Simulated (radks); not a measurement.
Values are calculated unless marked as measured or tabulated.
Question: These are the eigenvalues of the occupied orbitals of an atom or ion with whole-number occupations (Ry). Level of theory: scalar-relativistic Kohn-Sham, PBE, spin-polarised, spherical densities, finite nucleus; Fermi nuclear charge, rms radius of each element as measured or else 0.836 A^(1/3) + 0.57 fm (a radial shooting solver on a logarithmic mesh with Libxc functionals).

| orbital | eigenvalue |
|---|---|
| 1s up | -874.2498 |
| 1s down | -874.2495 |
| 2s up | -122.3622 |
| 2s down | -122.1267 |
| 2p up | -108.8819 |
| 2p down | -108.7061 |
| 3s up | -26.09433 |
| 3s down | -25.72313 |
| 3p up | -21.86763 |
| 3p down | -21.49821 |
| 3d up | -14.94368 |
| 3d down | -14.55375 |

Which element is it, and in what charge state? The configuration may be excited. Open shells, if any, are filled with parallel spins first.

Answer: Z = 33, arsenic, charge +8: As8+ in [Ar] 3d7. The list shows which subshells hold electrons but not how many an open one holds; the 1s level, -437.12 hartree, gives Z - s = 29.6 by -(Z - s)^2/2, which with screening and relativity narrows Z to a few neighbours, and the depths of the outer levels then fix element, charge and occupations together.
